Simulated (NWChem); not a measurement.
A series in which one site is exchanged, each optimised at PBE0/def2-SVP with NWChem, gas phase unless a solvent is named. Low-valent species are run as closed-shell singlets; no triplet was tried in these runs. Some are not confirmed as minima by frequencies. def2 effective core potentials on Sn, Pb; no spin-orbit coupling.

A: [Ge]([Cl])[Cl] (GeCl$_{2}$; site = Ge)
B: [Cl][Pb][Cl] (PbCl$_{2}$; site = Pb)
C: Cl[Si]Cl (SiCl₂; site = Si)
D: [Cl][Sn][Cl] (SnCl₂; site = Sn)

```tsv
quantity	A	B	C	D
dipole (D), PBE0/def2-SVP	1.95	4.48	0.95	[?]
orbital gap (eV), PBE0/def2-SVP	5.01	4.92	4.85	[?]
static polarisability, PBE/def2-SVPD (bohr³)	62.8	75.3	59.8	[?]
lowest singlet excitation, PBE/def2-SVPD, TDA (eV)	3.79	3.34	3.87	[?]
```

Task: What belongs in the gaps?

Result: 
- dipole (D), PBE0/def2-SVP, D: 3.27
- orbital gap (eV), PBE0/def2-SVP, D: 4.82
- static polarisability, PBE/def2-SVPD (bohr³), D: 72.7
- lowest singlet excitation, PBE/def2-SVPD, TDA (eV), D: 3.57
